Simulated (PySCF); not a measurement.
Species: C2H6OSi2.
SMILES with atom numbers: `[CH:1]#[C:2][SiH2:3][SiH2:4][OH:5]` (hydrogens: H6 on C1; H7, H8 on Si3; H9, H10 on Si4; H11 on O5)

Cartesian coordinates in Å at the PBE0-D3(BJ)/def2-SVP level; atoms count from 1:
```xyz
11
C2H6OSi2 angstrom
C      1.1655    2.0881    0.9260
C      1.1875    0.9253    0.5616
Si     1.0421   -0.8177   -0.0199
Si    -1.2882   -0.9996   -0.2977
O     -1.7906    0.5060   -0.8158
H      1.1785    3.1130    1.2538
H      1.6276   -1.7351    1.0030
H      1.8015   -0.9563   -1.2988
H     -1.6946   -1.9906   -1.3330
H     -1.9007   -1.3970    1.0103
H     -1.2904    1.2383   -0.4352
```

Jobs on this species (11 atoms, 54 electrons) with PySCF (density fitting). Hardware of each: Intel Xeon 6975P-C, one thread, on a shared host. Other jobs ran on the host; a repeat could differ by tens of per cent or more. Peak memory is the resident size of the whole Python process, interpreter and libraries included.

**Question.** Rank these jobs by wall time, shortest first.
A. PBE0/pcSseg-0; shieldings, charges and field gradients; 65 basis functions
B. KT2/pcSseg-2; shieldings; 278 basis functions
C. PBE0/cc-pVTZ; shieldings, charges and field gradients; 242 basis functions

**Answer.** A (3.5 s), C (20 s), B (33 s).

All jobs:

```csv
level and settings,work,basis functions,SCF cycles,wall time,peak memory
PBE0/pcSseg-0,"shieldings, charges and field gradients",65,13,3.5 s,0.42 GiB
HF/pcSseg-2,shieldings,278,11,14 s,1.1 GiB
PBE0/cc-pVTZ,"shieldings, charges and field gradients",242,15,20 s,0.93 GiB
BHandHLYP/pcSseg-2,shieldings,278,13,24 s,1.1 GiB
mPW1PW91/pcSseg-2,shieldings,278,15,26 s,1.1 GiB
B3LYP/pcSseg-2,shieldings,278,15,26 s,1.1 GiB
wB97X-D/pcSseg-2,shieldings,278,13,32 s,1.2 GiB
KT2/pcSseg-2,shieldings,278,17,33 s,0.87 GiB
KT3/pcSseg-2,shieldings,278,17,34 s,0.86 GiB
```

**Question.** What do all jobs in the table cost together?

**Answer.** About 3.5 min; the longest takes about 16 % of that, and about 9.7 times as long as the shortest.
